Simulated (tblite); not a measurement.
C4H9FOSi3.
Atom-mapped SMILES: `[CH2:1]=[CH:2][Si:3]1([C:4](=[CH2:5])[F:6])[SiH2:7][O:8][SiH2:9]1` (hydrogens: H10, H11 on C1; H12 on C2; H13, H14 on C5; H15, H16 on Si7; H17, H18 on Si9)

Structure optimised with GFN2-xTB, isolated species.

(1) What internal coordinates does the optimisation give?

Answers

(1) 
| bond | length (Å) | order |
| --- | --- | --- |
| C1=C2 | 1.325 | double |
| C2–Si3 | 1.890 | single |
| Si3–C4 | 1.903 | single |
| C4=C5 | 1.322 | double |
| C4–F6 | 1.365 | single |
| Si3–Si7, Si3–Si9 | 2.365 | single |
| Si7–O8, O8–Si9 | 1.661 | single |
| C1–H10 | 1.079 | single |
| C1–H11 | 1.078 | single |
| C2–H12 | 1.082 | single |
| C5–H13 | 1.078 | single |
| C5–H14 | 1.073 | single |
| Si7–H15, Si9–H17 | 1.462 | single |
| Si7–H16, Si9–H18 | 1.459 | single |

Bonds in one row agree within 0.01 Å and their mean is given. Orders are formal, as drawn. A selection of angles:
| angle | degrees |
| --- | --- |
| C2–C1–H10 | 122.8 |
| C2–C1–H11 | 121.4 |
| H10–C1–H11 | 115.8 |
| C1–C2–Si3 | 123.0 |
| C1–C2–H12 | 118.3 |
| Si3–C2–H12 | 118.7 |
| C2–Si3–C4 | 107.8 |
| C2–Si3–Si7 | 119.9 |
| C4–Si3–Si7 | 116.9 |
| C4–Si3–Si9 | 116.2 |
| Si7–Si3–Si9 | 73.4 |
| Si3–C4–C5 | 130.5 |
| Si3–C4–F6 | 111.7 |
| C5–C4–F6 | 117.7 |
| C4–C5–H13 | 122.4 |
| C4–C5–H14 | 120.2 |
| H13–C5–H14 | 117.4 |
| Si3–Si7–O8 | 85.0 |
| Si3–Si7–H15 | 119.2 |
| Si3–Si7–H16 | 123.2 |
| O8–Si7–H15 | 106.1 |
| O8–Si7–H16 | 106.5 |
| H15–Si7–H16 | 110.7 |
| Si7–O8–Si9 | 116.6 |

Dihedral angles: C1–C2–Si3–C4 176° (antiperiplanar); C2–Si3–C4–C5 -5° (synperiplanar); C2–Si3–Si7–O8 -114° (anticlinal); Si3–Si7–O8–Si9 -2° (synperiplanar); Si7–O8–Si9–Si3 2° (synperiplanar); C2–Si3–Si9–O8 114° (anticlinal). The mirror-image conformer, all signs reversed, is as good.

Si3 (four-coordinate silicon) has angles from 73.4° to 119.9°. Of the pairs four or more bonds apart, H12···H14 is among the closest relative to their van der Waals radii: 2.33 Å, 97 % of the sum of Bondi's values. Si7 (oxygen-bound silicon) has angles from 85.0° to 123.2°. O8 (siloxane oxygen) is bent (angle 116.6°). The 4-membered ring Si3–Si7–O8–Si9 has internal angles of 73.4° to 116.6° (sum 360°, against 360° for a flat polygon); it is almost planar, 0.01 Å rms from its mean plane, widest ring torsion 2°.

Point group: near Cs, missed by 0.30 Å at most; the miss may be what the optimiser left on a soft mode. GFN2-xTB frequencies show an imaginary mode (25i cm⁻¹), so the point is no minimum at that level. 3 starts were optimised and ended at 0.00, 0.71 and 0.73 kcal/mol (GFN2-xTB); the lowest of these is shown.

The numbers are calculated, not measured.
